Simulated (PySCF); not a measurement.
C3H6NSi2 (doublet state).
Atom-mapped SMILES: `[N:1]#[C:2][CH:3]1[SiH2:4][CH:5][SiH2:6]1` (hydrogens: H7 on C3; H8, H9 on Si4; H10 on C5; H11, H12 on Si6)

Structure used (GFN2-xTB), in Å, numbered top down from 1:
```xyz
12
C3H6NSi2 angstrom
N      2.758   -1.393    0.166
C      1.786   -0.835    0.417
C      0.583   -0.157    0.686
Si    -1.023   -1.079    0.083
C     -1.372    0.545   -0.782
Si     0.260    1.399   -0.441
H      0.548    0.087    1.748
H     -1.908   -1.486    1.179
H     -0.731   -2.217   -0.786
H     -2.326    0.987   -1.026
H      1.185    1.484   -1.570
H      0.240    2.664    0.300
```

Computed, not measured: UKS B3LYP, pcH-1 on C H N Si, non-relativistic, mean-field spin-orbit, GIAO in PySCF. Isolated species at its GFN2-xTB geometry (one conformer only). A GFN2-xTB geometry isn't a minimum of the functional, and hyperfine couplings can be far from their values at a DFT geometry. Stability of the SCF solution: not tested.

Q: Break the g tensor into its mass correction, gauge correction and orbital-Zeeman/spin–orbit terms.

A: 
| Δg (ppm) | 1 | 2 | 3 |
| --- | --- | --- | --- |
| relativistic mass correction | -117 | -117 | -117 |
| gauge correction | -2 | 28 | 27 |
| orbital Zeeman/spin–orbit | 211 | 483 | 634 |
| total | 91 | 393 | 544 |

So g = 2.00241, 2.00271, 2.00286 and g_iso = 2.00266; the tensor is rhombic: the two nearest values differ by 33 % of g3 − g1. Axes: g3 points within 3° of the C5–H10 bond.

Q: How much does each term add to the isotropic shift?

A: The orbital-Zeeman/spin–orbit term 443, the mass correction -117 and the gauge correction 17 ppm, for a total of 343 ppm. The orbital-Zeeman/spin–orbit term is the largest in size. The mass correction is the same along every axis, so the anisotropy comes from the other two: their spans along these axes are 30 (gauge) and 423 ppm (orbital Zeeman/spin–orbit).

Q: At 93.542 GHz, how far is the centre of the isotropic spectrum from where a free electron (g = 2.002319) resonates?

A: B = hν/(g μB) with μB/h = 13.99624 MHz/mT gives 3337.81 mT for the free electron and 3337.24 mT at g_iso, 0.57 mT lower.

Q: What are the electron Larmor frequencies g μB B/h along the three axes at 340 mT?

A: 9.5289, 9.5304, 9.5311 GHz for g1, g2 and g3, a range of 2.2 MHz.

Q: In a frozen sample, at which fields do the three g values resonate at 9.5, 34, 94 and 263 GHz (hyperfine left aside), and which band first spreads them over more than twice a line width of 1.0 mT?

A: 
```tsv
band	GHz	B(g3) mT	B(g2) mT	B(g1) mT	spread mT
X	9.5	338.89	338.92	338.97	0.08
Q	34.0	1212.88	1212.97	1213.15	0.27
W	94.0	3353.24	3353.50	3354.00	0.76
J	263.0	9381.95	9382.65	9384.07	2.12
```

The spread grows in proportion to the frequency. J band is the first where it exceeds 2.0 mT.

The largest Mulliken spin population is on C5 (+0.98). The angles at C5 add up to 355.8°, so it is nearly planar; its axial dipolar tensor and the negative coupling of its proton fit spin in a p orbital normal to that plane.

The HOMO–LUMO gaps are 6.21 eV among the α and 4.17 eV among the β orbitals.
